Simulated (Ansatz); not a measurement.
Basis-set extrapolation for `OC(O)[SiH3]` (PBE0-D4/def2-TZVP geometry, frozen core, the Gaussian-basis code of Ansatz). Multiplicity 1, RHF reference.

```tsv
	def2-TZVPP	def2-QZVPP
HF	-480.092847	-480.110976
MP2 correlation	-0.782370	-0.842473
CCSD(T) correlation	-0.846533	not run
```

Energies in hartree. Use E(X) = E(∞) + A·exp(−7.88·√X) for Hartree–Fock and E(X) = E(∞) + B·X^(−2.97) for correlation, with X = 3 and 4, and add CCSD(T) minus MP2 of the smaller set to the MP2 limit.

**Question.** What is the CCSD(T) energy at the basis-set limit?

**Answer.** HF limit: -480.110976 + (-0.018129) × 0.13774 = -480.11347. MP2 limit: -0.842473 + (-0.060103) × 0.74074 = -0.88699. Higher-order term: -0.846533 − (-0.782370) = -0.06416. Total: -481.06462 hartree, 328.8 kJ/mol below CCSD(T)/def2-TZVPP.
